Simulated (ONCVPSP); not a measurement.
**Cu (Z = 29), ONCV: configuration errors across variants**

```json
{
  "Element": "copper",
  "Generator": "ONCVPSP 4.0.1",
  "Type": "optimised norm-conserving Vanderbilt (ONCV)",
  "Functional": "LDA (Perdew-Wang 92)",
  "Relativity": "scalar-relativistic",
  "Frozen core": "[Ne]",
  "Valence charge": "19",
  "Reference configuration": "3s2 3p6 3d9 (charge +2)",
  "Partial waves": "3s: rc 1.00 bohr, ncon 5, nbas 9, qcut 15.8 1/bohr, 2 projectors, debl 0.4 Ha; 3p: rc 1.20 bohr, ncon 4, nbas 7, qcut 9.5 1/bohr, 3 projectors, debl 1.8 Ha; 3d: rc 0.95 bohr, ncon 4, nbas 8, qcut 16.9 1/bohr, 2 projectors, debl 3.6 Ha; f scattering state at 0.17 Ha: rc 1.10 bohr, ncon 4, nbas 7, qcut 8.8 1/bohr, 1 projector",
  "Local potential": "polynomial inside 0.80 bohr (lpopt 3, dvloc0 -1 Ha)",
  "Core correction": "Teter function fitted to the true core (icmod 2), fcfact 0.65"
}
```

In the s channel the program set the typed energies aside and used -5.137, 0.250 Ha. In the p channel the program set the typed energies aside and used -3.586, 0.250, 2.050 Ha.

All-electron excitation energies from the reference (eV): (1) 3s2 3p6 3d10 4s1 -30.118; (2) 3s2 3p6 3d10 -21.689; (3) 3s2 3p6 3d8 39.369; (4) 3s1 3p6 3d10 4s1 91.613.

Errors AE − PS in meV (a dash: test not solved or not reliable):

```tsv
change	(1)	(2)	(3)	(4)	bound ghosts	GHOST(+) flags above zero
base	+0.6	+1.8	+1.0	+5.9	none	none
local potential polynomial inside 0.80 bohr (lpopt 3, dvloc0 -2.5 Ha)	+0.6	+1.8	+1.0	+5.7	none	none
local potential polynomial inside 0.80 bohr (lpopt 3, dvloc0 3 Ha)	+2.4	+1.8	+1.0	-21	none	none
local potential polynomial inside 0.80 bohr (lpopt 3, dvloc0 5 Ha)	+0.7	+1.8	+1.1	+4.0	none	none
local potential polynomial inside 0.80 bohr (lpopt 3, dvloc0 6.5 Ha)	+0.7	+1.8	+1.1	+4.6	none	none
local potential polynomial inside 0.80 bohr (lpopt 3, dvloc0 8.5 Ha)	+0.6	+1.8	+1.1	+4.9	none	none
```

Give the same row for: local potential polynomial inside 0.80 bohr (lpopt 3, dvloc0 0 Ha).

+0.6, +1.8, +1.0, +6.2; bound ghosts: none; GHOST(+) flags above zero: none.
